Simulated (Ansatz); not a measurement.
# A cut through the energy surface

SnHF₃ (SMILES [F][SnH]([F])[F]), singlet, at its PBE0-D4/def2-TZVP minimum:

```
5
angstrom
F -0.3239 -0.5479 1.7277
Sn 0.1272 -0.0068 -0.0272
F -0.7949 1.6234 -0.2882
F -0.7427 -1.2467 -1.1594
H 1.7842 0.1045 -0.2943
```

The angle F4–Sn2–F1 (105.0° at the minimum) is set to the values below, F4, with anything bonded beyond it, turning rigidly in the plane of the angle. Each method's energies count from its own value at the PBE0-D4 minimum structure. Computed with Ansatz 0.2.0 (basis: def2-TZVPP); correlated methods freeze the cores. Filled d shells of the heavier atoms are correlated. Core potentials replace the inner electrons of the atoms past krypton. The def2 sets are not built for correlating such inner shells, so the correlated values are less sure here. B3LYP uses VWN-RPA correlation.

```json
{"angle (°)": "81.0", "CCSD(T) (kcal/mol)": "10.54", "MP2 (kcal/mol)": "10.65", "PBE0-D4 (kcal/mol)": "9.98", "PBE-D4 (kcal/mol)": "9.56"}
{"angle (°)": "87.0", "CCSD(T) (kcal/mol)": "5.50", "MP2 (kcal/mol)": "5.56", "PBE0-D4 (kcal/mol)": "5.18", "PBE-D4 (kcal/mol)": "4.96"}
{"angle (°)": "93.0", "CCSD(T) (kcal/mol)": "2.30", "MP2 (kcal/mol)": "2.33", "PBE0-D4 (kcal/mol)": "2.16", "PBE-D4 (kcal/mol)": "2.07"}
{"angle (°)": "99.0", "CCSD(T) (kcal/mol)": "0.55", "MP2 (kcal/mol)": "0.56", "PBE0-D4 (kcal/mol)": "0.51", "PBE-D4 (kcal/mol)": "0.49"}
{"angle (°)": "105.0", "CCSD(T) (kcal/mol)": "0.00", "MP2 (kcal/mol)": "0.00", "PBE0-D4 (kcal/mol)": "0.00", "PBE-D4 (kcal/mol)": "0.00"}
{"angle (°)": "111.0", "CCSD(T) (kcal/mol)": "0.50", "MP2 (kcal/mol)": "0.50", "PBE0-D4 (kcal/mol)": "0.48", "PBE-D4 (kcal/mol)": "0.44"}
{"angle (°)": "117.0", "CCSD(T) (kcal/mol)": "1.95", "MP2 (kcal/mol)": "1.96", "PBE0-D4 (kcal/mol)": "1.87", "PBE-D4 (kcal/mol)": "1.72"}
{"angle (°)": "123.0", "CCSD(T) (kcal/mol)": "4.27", "MP2 (kcal/mol)": "4.30", "PBE0-D4 (kcal/mol)": "4.09", "PBE-D4 (kcal/mol)": "3.78"}
{"angle (°)": "129.0", "CCSD(T) (kcal/mol)": "7.44", "MP2 (kcal/mol)": "7.50", "PBE0-D4 (kcal/mol)": "7.11", "PBE-D4 (kcal/mol)": "6.59"}
```

Largest difference from the CCSD(T) curve over the scan: r2SCAN-D4 0.96; B3LYP-D4 0.52; wB97M-V 0.54; HF 0.95 kcal/mol. Each curve counts from its own value at the minimum.

No T1 diagnostic of these runs exceeds 0.016.

For scale, one of the runs: CCSD(T)/def2-TZVPP, 157 basis functions (an equivalent command: `ansatz run in.yaml --threads 4`). Hardware: 4 CPU threads, shared host. Wall time 13 s; peak host memory 1.4 GiB.
